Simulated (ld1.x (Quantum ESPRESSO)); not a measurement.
W: variants of one ultrasoft potential

Base potential:

- Element: tungsten (W)
- Generator: ld1.x (Quantum ESPRESSO) 7.5
- Type: ultrasoft
- Functional: PBE
- Relativity: scalar-relativistic
- Frozen core: [Xe] 4f14
- Valence charge: 6
- Reference configuration: 5d4 6s1.5 6p0.5
- Partial waves: 6s (bound): rcut 2.10, rcutus 2.55 bohr; 6s channel at 1.25 Ry: rcut 2.10, rcutus 2.55 bohr; 6p (bound): rcut 3.90, rcutus 4.10 bohr; 6p channel at 1.15 Ry: rcut 3.90, rcutus 4.10 bohr; 5d (bound): rcut 2.00, rcutus 2.75 bohr; 5d channel at 0.6 Ry: rcut 2.00, rcutus 2.75 bohr
- Local potential: all-electron potential smoothed inside 2.25 bohr (lloc = -1)
- Core correction: a·sin(br)/r model core, default radius (core density twice the valence density)
- Augmentation charge: built from norm-conserving waves at rcut, not smoothed further

Cutoffs, loose and tight: the cutoffs (Ry, on a coarse ladder) from which the occupation-weighted sum of valence levels, in a spherical-Bessel basis at the reference potential, stays within 10 and 1 mRy of its value at 400 Ry. They do not see the model core or the augmentation charge, which bear on the density cutoff. Test errors are all-electron minus pseudo excitation energies from the reference, over the configurations 5d4 6s2 6p0; 5d4 6s1 6p0; 5d4 6s0 6p0; 5d4 6s1 6p1; 5d2 6s0 6p0; 5d3 6s2 6p0; 5d4.5 6s1.5 6p0. A dash means not determined; rows that change the core or the reference have their own tests. The largest error is taken over the tests solved by every variant that gives reliable tests at all: 5d2 6s0 6p0; 5d4 6s0 6p0; 5d4 6s1 6p0; 5d4 6s1 6p1; 5d4 6s2 6p0.

A true bound ghost makes a file unfit for plane-wave use even where its test errors are small: the radial tests pick states by their node count and pass the ghost by.

Cutoffs are not given where the Bessel-basis levels miss the radial ones by over 6 mRy, ghosts where they miss by over 20 mRy; a channel whose overlap is not positive is not tested.

The default core radius of the base comes out at 1.58 bohr.

A file whose overlap is not positive is unfit for use, and its test errors describe a broken file.

| change | outcome | cutoff, loose | cutoff, tight | bound ghosts | largest test error (meV) |
| --- | --- | --- | --- | --- | --- |
| base | generated | – | – | not determined | -611 |
| wave 6s channel at 1.25 Ry: rcut 2.10, rcutus 2.55 bohr becomes 6s channel at 4.77 Ry: rcut 2.10, rcutus 2.55 bohr | generated | – | – | not determined | -611 |
| waves 5d (bound): rcut 2.00, rcutus 2.54 bohr; 5d channel at 0.6 Ry: rcut 2.00, rcutus 2.54 bohr | generated | – | – | not determined | -588 |
| waves 6s (bound): rcut 2.10, rcutus 2.80 bohr; 6s channel at 1.25 Ry: rcut 2.10, rcutus 2.80 bohr | generated | – | – | not determined | -611 |
| waves 6p (bound): rcut 3.62, rcutus 3.84 bohr; 6p channel at 1.15 Ry: rcut 3.62, rcutus 3.84 bohr | generated | – | – | not determined | -603 |
| local potential all-electron potential smoothed inside 3.65 bohr (lloc = -1) | generated, overlap not positive | – | – | not determined (overlap not positive) | -596 |
| all radii but the core radius scaled by about 1.30 (s 3.30, p 5.32, d 3.56 bohr, rcut 2.72/5.06/2.60); local potential all-electron potential smoothed inside 2.92 bohr (lloc = -1) | generated, overlap not positive | – | – | not determined (overlap not positive) | test run stopped at test 1 of 7 (negative rho) |
| local potential all-electron potential smoothed inside 3.80 bohr (lloc = -1) | generated | – | – | s | -597 |

(1) What comes out with this change to the base: core correction a·sin(br)/r model core inside 2.46 bohr?

(2) What comes out with this change to the base: type PAW; local potential all-electron potential smoothed inside 3.15 bohr (lloc = -2); augmentation BG, radius 1.90 bohr?

## Answers

(1) outcome: generated; bound ghosts: not determined; largest test error (meV): -280.

(2) outcome: generated; cutoff, loose: 12 Ry; cutoff, tight: 18 Ry; bound ghosts: none; largest test error (meV): -752.
